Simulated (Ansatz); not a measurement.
A series at V: from `[O]=[V]([OH])([OH])[OH]`, ligands are replaced one by one, each step taking up NH₃ and setting free H₂O; n counts the steps. Ansatz, PBE0-D4/def2-TZVP geometries. Each molecule was computed in one conformer, which needn't be the lowest.

```tsv
n	molecule	zero-point energy, PBE0-D4/def2-TZVP (kJ/mol)
0	`[O]=[V]([OH])([OH])[OH]`	?
1	`[NH2][V](=[O])([OH])[OH]`	145.9
2	`[NH2][V]([NH2])(=[O])[OH]`	177.0
3	`[NH2][V]([NH2])([NH2])=[O]`	209.2
```

Task: By hand: fit a straight line y = ȳ + b (n − n̄) to the 3 given rows and predict n = 0.

Result: n̄ = 2.000, ȳ = 177.37; Σ(n − n̄)(y − ȳ) = 63.30, Σ(n − n̄)² = 2.000, so b = 31.65 kJ/mol a step. Prediction: 177.37 + (31.65) × (-2.000) = 114.1 kJ/mol.

Task: By hand: compare with the computed value, 116.6 kJ/mol, and give the steps along the whole series.

Result: The line misses by 2.5 kJ/mol (computed minus predicted). Steps: 29.3, 31.1, 32.2 kJ/mol.

The steps differ by at most 2.9 kJ/mol, 9 % of a mean step, so the ligands' effects nearly add and a line is close. The miss is 2.7 % of the series' range.
